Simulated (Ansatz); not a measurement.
C$_{2}$H$_{3}$O, charge +1, singlet, geometry from GFN2-xTB; MP2/6-311G** run with Ansatz (a first-principles code).

Ansatz was given this input:
Ansatz 0.2 input:
```yaml
crystal:
  periodic: [false, false, false]
  atoms:
    - {symbol: C, position_ang: [-0.01166182, -0.08945283, -1.26513497]}
    - {symbol: C, position_ang: [-0.00757544, -0.00008331, -0.00740794]}
    - {symbol: H, position_ang: [0.04865840, 0.76815996, -1.92812251]}
    - {symbol: H, position_ang: [-0.05703832, -1.03326988, -1.79977604]}
    - {symbol: O, position_ang: [0.10024135, 0.07934483, 1.19620992]}
    - {symbol: H, position_ang: [-0.67812734, 0.16756814, 1.79347667]}
basis:
  gaussian:
    orbitals: 6-311G__.json
total_charge: 1
magnetization: {spin_polarized: false}
correlation: {method: mp2}
```
The basis file holds 6-311G** in the JSON format of the Basis Set Exchange.

Q: What does Ansatz print? Leave out banner, timings and long lists.

A: 
```
Functional definition: HF
582 factors; integrals over basis functions are off by at most 1.3e-3 eV
mean field evaluation 1: about -4133.5861 eV, gradient 4.1e1 eV
mean field evaluation 2: about -4133.6004 eV, gradient 4.1e1 eV
mean field evaluation 4: about -4136.8290 eV, gradient 4.1e0 eV
mean field evaluation 8: about -4136.9113 eV, gradient 6.1e-1 eV
mean field -4136.91459739 eV, -152.0288073526 hartree, gradient 3.5e-6 eV, S^2 0.000000; 0 other end points of the search recorded, 0 dependent functions left out
3 core orbitals not correlated
reference -4136.91459739 eV, -152.0288073526 hartree; 8, 8 occupied and 61, 61 virtual orbitals, 582 factors
second order -12.24646903 eV of doubles, -0.00000000 eV of singles
Total energy: -4149.16106642 eV, -152.4788567884 hartree
```
